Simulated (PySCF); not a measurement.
Computed shifts of a molecule C3H7BO2, B3LYP/pcSseg-1 run with PySCF, GIAO, gas phase, equivalent atoms averaged, in ppm (number of nuclei): ¹³C: 67.4 (1), 37.1 (1), 34.5 (1). ¹H: 5.89 (1), 4.42 (1), 1.93 (1), 1.83 (1), 1.65 (1), 1.48 (1), 0.96 (1). References: ¹⁷O against H2O (σ = 333.8 ppm); ¹¹B against BF3 (σ = 86.3 ppm); ¹³C against TMS (σ = 181.3 ppm); ¹H against TMS (σ = 31.68 ppm), references at their B3LYP-D3(BJ)/def2-TZVP geometries, non-relativistic. The structure is a stationary point at B3LYP-D3(BJ)/def2-SVP. Other conformers were not sampled.

Pick the molecule that these values belong to.
A) OB1CC(O)C1
B) CB1COCO1
C) COB1COC1
D) C=CCB(O)O

A, OB1CC(O)C1
